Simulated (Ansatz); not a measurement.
C$_{8}$H$_{16}$ (`CCC1CCCCC1`). Total charge 0; spin multiplicity 1. All single points use the PBE0-D4/def2-TZVP geometry. It is one conformer, not always the lowest.

```xyz
24

C     1.866   -1.603    1.733
C     0.403   -1.259    1.509
C     0.108   -0.561    0.186
C    -1.395   -0.422   -0.030
C    -1.732    0.273   -1.341
C    -1.053    1.631   -1.436
C     0.450    1.505   -1.233
C     0.780    0.805    0.078
H     2.253   -2.221    0.918
H     2.001   -2.161    2.663
H     2.492   -0.710    1.796
H    -0.192   -2.178    1.555
H     0.043   -0.625    2.329
H     0.505   -1.193   -0.624
H    -1.867   -1.410    0.009
H    -1.817    0.155    0.804
H    -2.816    0.380   -1.446
H    -1.399   -0.355   -2.177
H    -1.270    2.100   -2.401
H    -1.466    2.295   -0.666
H     0.923    2.491   -1.263
H     0.877    0.930   -2.064
H     1.864    0.706    0.182
H     0.441    1.427    0.918
```

(1) What is the dipole moment at PBE/def2-TZVPP? (Best estimate.)

(2) And with r2SCAN, B3LYP, ωB97M-V? (Best estimate.)

(3) Give the Mulliken charges with PBE, r2SCAN, B3LYP in def2-TZVPP. (Best estimate.)

Answers

(1) The calculation gave: 0.06 D, with components (-0.02, 0.00, -0.06) D in this frame, pointing from negative to positive charge.

(2) Ansatz gave: r2SCAN 0.06 D, B3LYP 0.06 D, ωB97M-V 0.06 D.

(3) Computed: 
```
atom    PBE  r2SCAN  B3LYP
  C1  -0.26   -0.17  -0.27
  C2  -0.10   -0.05  -0.11
  C3   0.12    0.22   0.12
  C4  -0.13   -0.09  -0.14
  C5  -0.10   -0.04  -0.12
  C6  -0.09   -0.02  -0.10
  C7  -0.11   -0.05  -0.12
  C8  -0.14   -0.11  -0.15
  H9   0.07    0.04   0.07
 H10   0.08    0.04   0.08
 H11   0.08    0.04   0.07
 H12   0.05    0.02   0.05
 H13   0.04    0.01   0.05
 H14   0.01   -0.02   0.02
 H15   0.05    0.02   0.06
 H16   0.04    0.02   0.05
 H17   0.06    0.02   0.06
 H18   0.04    0.01   0.05
 H19   0.06    0.02   0.06
 H20   0.04    0.01   0.05
 H21   0.06    0.02   0.06
 H22   0.04    0.01   0.05
 H23   0.06    0.03   0.06
 H24   0.04    0.02   0.05
```

B3LYP here is the variant with VWN-RPA as its local correlation; programs differ in this.
